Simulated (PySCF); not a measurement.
## Two-component Hartree-Fock for Cl⁺ (chlorine, charge +1)

Start: [Ne] 3s2 3p3 4s1; 3p3/2 filled at m_j = -1/2, +1/2, +3/2; 4s1/2 filled at m_j = +1/2. Calculated with PySCF 2.14 in x2c-SVPall-2c with one added diffuse shell each of s, p type (5s5p1d, 25 functions): generalised Hartree-Fock with the X2C-1e Hamiltonian and a Gaussian nucleus; one run each with spin-orbit coupling (SO) switched off, then screened by Boettger's factors. This is a chosen level, not necessarily the ground level.

```tsv
spinor shell	electrons	ε, spin-free (eV)	ε, screened SO (eV)	weight of nominal j (screened SO)	rms radius, screened SO (bohr)
1s1/2	2	-2883.3	-2883.3	1.000	0.105
2s1/2	2	-310.30	-310.29	1.000	0.479
2p1/2	2	-239.56	-241.24	0.815	0.449
3s1/2	2	-44.985	-44.984	1.000	1.57
3p3/2	3	-32.372	-32.372	0.657	1.78
4s1/2	1	-9.980	-9.979	1.000	4.15
```

Problem. Where does 2p3/2 lie, and what is the 2p spin-orbit splitting (screened SO)?

Solution. At -238.72 eV, 2.518 eV above 2p1/2.

```
   quantity   spin-free  screened SO
E (hartree)  -459.81480   -459.81544
        M_J           2            2
       ⟨J²⟩       6.000        6.000
       ⟨L²⟩       0.000        0.001
       ⟨S²⟩       6.000        5.999
```

Each row is a mean over spinors that exchange with the open shell spreads, by up to 11.132 eV (3s1/2).

Rows whose weight is well below 1 are mixtures of j = l ± 1/2: exchange outweighs spin-orbit coupling there, and the label is only the starting occupation.

Without spin-orbit coupling the j labels of p, d and f shells carry no meaning; the spin-free column gives the mean over the occupied spinors of each nl shell.
